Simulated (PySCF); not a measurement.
Computed with TPSSh-D3(BJ)/def2-TZVP // r2SCAN-D4/def2-SVP (PySCF). Gas-phase values, no solvent. One relaxed conformer stands for a flexible species; it need not be the lowest. 

Reference species: [Ta(Cl)2(NH2)3] (neutral, multiplicity 1).

The HOMO–LUMO gap is 3.97 eV and the coordination number comes out as 5. The mean distance from the central atom to its bonded neighbours is 2.142 Å.

After one change: the HOMO–LUMO gap rises by 0.89 eV; the coordination number hardly moves; the mean distance from the central atom to its bonded neighbours falls by 0.057 Å.

**Question.** Name the change that produced these shifts. The new species is one of these.
(A) [Ta(NH2)5]
(B) [Ta(Cl)5]
(C) [Ta(Cl)3(NH2)2]
(D) [Ta(Cl)(NH2)4]

**Answer.** D, [Ta(Cl)(NH2)4]
